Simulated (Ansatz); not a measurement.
Ansatz (a first-principles code) input (B97M-V/def2-TZVPD):

Ansatz 0.2 input:
```yaml
crystal:
  periodic: [false, false, false]
  atoms:
    - {symbol: S, position_ang: [-0.00000000, -0.00000000, -0.57933392]}
    - {symbol: F, position_ang: [0.00000000, 0.00000000, 1.02992697]}
basis:
  gaussian:
    orbitals: def2-TZVPD
hamiltonian:
  xc: {name: B97M-V}
magnetization: {spin_polarized: true, initial_magnetization: 1}
output: {forces: true}
```

Output:

```
Functional definition: B97M-V
integrals: 0.02 GiB planned
490 factors; their error is unknown
mean field: 0.28 GiB planned
mean field evaluation 1: about -13547.0675 eV, gradient 1.7e1 eV
mean field evaluation 2: about -13542.8123 eV, gradient 4.0e1 eV
mean field evaluation 4: about -13547.8741 eV, gradient 8.3e-1 eV
mean field evaluation 8: about -13547.8735 eV, gradient 8.1e-2 eV
mean field evaluation 16: about -13547.6569 eV, gradient 5.8e0 eV
mean field -13547.87351770 eV, -497.8751686969 hartree, gradient 6.3e-5 eV, S^2 0.754655; 1 other end points of the search recorded, 0 dependent functions left out
the calculation of the forces begins
reference -13547.87359483 eV, -497.8751715315 hartree; 13, 12 occupied and 73, 74 virtual orbitals, 490 factors
Total energy: -13547.87359483 eV, -497.8751715315 hartree
Atom 0 at    -0.000000    -0.000000    -0.579334 Å, force     0.000000    -0.000000     0.325798 eV/Å
Atom 1 at     0.000000     0.000000     1.029927 Å, force    -0.000000    -0.000000    -0.325798 eV/Å
Dipole moment:    -0.000000    -0.000000    -0.140420 e Å
```
